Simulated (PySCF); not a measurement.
**Ionisation energy of Fe⁹⁺ by level of theory**

Fe⁹⁺ [Ne] 3s2 3p5 (2P) → Fe¹⁰⁺ [Ne] 3s2 3p4 (3P), as a difference of total energies. Calculation: PySCF 2.14, in an uncontracted even-tempered set (18 s from 0.4 bohr⁻², ratio 2.5; 12 p from 0.52 bohr⁻², ratio 2.5; 5 d from 4.4 bohr⁻², ratio 2.7; 4 f from 6.5 bohr⁻², ratio 2.7); the non-relativistic Hamiltonian (point nucleus). Correlated levels: outer shells: 1s2 frozen; virtual orbitals above 40 to 60 times the deepest correlated orbital energy dropped. The calculations carry no spin-orbit coupling.

| method | ionisation energy (eV) |
| --- | --- |
| UHF | 259.91 |
| LDA | 261.73 |
| PBE | 261.51 |
| PBE0 | 261.54 |
| r2SCAN | 261.68 |
| revPBE | 261.45 |
| M06-2X | 261.57 |
| MP2 (outer shells) | 260.81 |
| SCS-MP2 (outer shells) | 260.77 |

**Question.** How much does correlation contribute at MP2 (outer shells)?

**Answer.** 260.81 − (259.91) = 0.90 eV, measured against UHF.

A first-order spin-orbit estimate (lowest level to lowest level, LS coupling) adds -0.029 eV.

These non-relativistic numbers lack the scalar-relativistic shift.

For comparison: 262.1 ± 0.12 eV (semi-empirical (NIST evaluation); NIST Atomic Spectra Database, ionization energies).
